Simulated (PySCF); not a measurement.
Species: C4H8OP2.
Numbering: `[CH2:1]=[CH:2][C@@H:3]1[CH2:4][P@@:5]1(=[O:6])[PH2:7]`

Geometry (PBE0-D3(BJ)/def2-SVP, Å), atoms numbered from 1 in this order:
```xyz
15
C4H8OP2 angstrom
C     -2.7279   -0.5496   -0.0373
C     -1.6417   -0.0152   -0.6011
C     -0.3484    0.1689    0.0822
C      0.4886    1.4453   -0.2259
P      1.1798   -0.0734   -0.8825
O      1.2271   -0.4320   -2.3343
P      2.7255   -0.7693    0.5102
H     -3.6535   -0.6762   -0.6035
H     -2.7292   -0.8810    1.0057
H     -1.6768    0.2973   -1.6517
H     -0.3282   -0.1602    1.1278
H      0.0508    2.1174   -0.9730
H      0.9461    1.9683    0.6198
H      2.6866   -2.0932   -0.0229
H      3.7831   -0.3622   -0.3593
```

NICS is the negative of the GIAO shielding at a point without a nucleus: at the ring centre (0) and 1 Å above and below it (1); zz is the component along the ring normal. Level: GIAO PBE0/pcSseg-1 (PySCF, non-relativistic, gas phase) on the PBE0-D3(BJ)/def2-SVP geometry, one conformer.

Ring bond lengths (Å), with Mayer bond orders in brackets: C3–C4 1.557 (0.85), C4–P5 1.793 (0.86), P5–C3 1.823 (0.80).

Problem. What do the NICS probes read (ppm)?

Solution. 
```tsv
ring	type	NICS(0)	NICS(1), two faces	NICS(1)zz, two faces	rms pucker (Å)	centre to ring atoms, mean (Å)
C3–C4–P5	3-membered ring with P; formal bonds all single	-22.7	-3.4 / -8.6	-7.9 / -16.4	0.00	1.00
```

Problem. What can be read from them?

Solution. 
- C3–C4–P5: mean NICS(1)zz -12.1 ppm, shielded. C3, C4, P5 have four or more neighbours, so the value isn't read as a sign of a π ring current. The two faces differ by 8.5 ppm, so no symmetry operation interchanges them. NICS(0) lies 17 ppm below the mean NICS(1).

Problem. How do the values depend on the level or the medium?

Solution. 
```json
{"level": "PBE0/pcSseg-1, gas", "NICS(0), C3–C4–P5": "-22.7", "mean NICS(1)zz, C3–C4–P5": "-12.1"}
{"level": "WP04/pcSseg-1, gas", "NICS(0), C3–C4–P5": "-21.2", "mean NICS(1)zz, C3–C4–P5": "-11.1"}
{"level": "PBE0/pcSseg-1, IEF-PCM acetone", "NICS(0), C3–C4–P5": "-23.3", "mean NICS(1)zz, C3–C4–P5": "-12.4"}
{"level": "PBE0/pcSseg-1, IEF-PCM water", "NICS(0), C3–C4–P5": "-23.3", "mean NICS(1)zz, C3–C4–P5": "-12.4"}
```

The geometry is the same throughout; the continuum's cavity takes Bondi-type radii × 1.2.
